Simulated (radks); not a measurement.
Isoelectronic series with 3 electrons, all held in the configuration [He] 2s1, which need not be the ground one along the series. Calculated with a radial shooting solver on a logarithmic mesh with Libxc functionals: scalar-relativistic Kohn-Sham, r2SCAN, spin-unpolarised, spherical densities, finite nucleus; meta-GGA in the generalised Kohn-Sham scheme; Fermi nuclear charge, rms radius of each element as measured or else 0.836 A^(1/3) + 0.57 fm. Total energies (hartree) and orbital eigenvalues (eV):

ion,E (hartree),2s,1s
Li,-7.46639,-2.8512,-53.5739
Be+,-14.29898,-13.6412,-120.2264
B2+,-23.38652,-31.3817,-214.3453
C3+,-34.72876,-55.9762,-335.7886
N4+,-48.32720,-87.4053,-484.5368
O5+,-64.18399,-125.6675,-660.5999
F6+,-82.30176,-170.7674,-864.0005
Ne7+,-102.68352,-222.7132,-1094.769
Mg9+,-150.25312,-347.1859,-1638.560
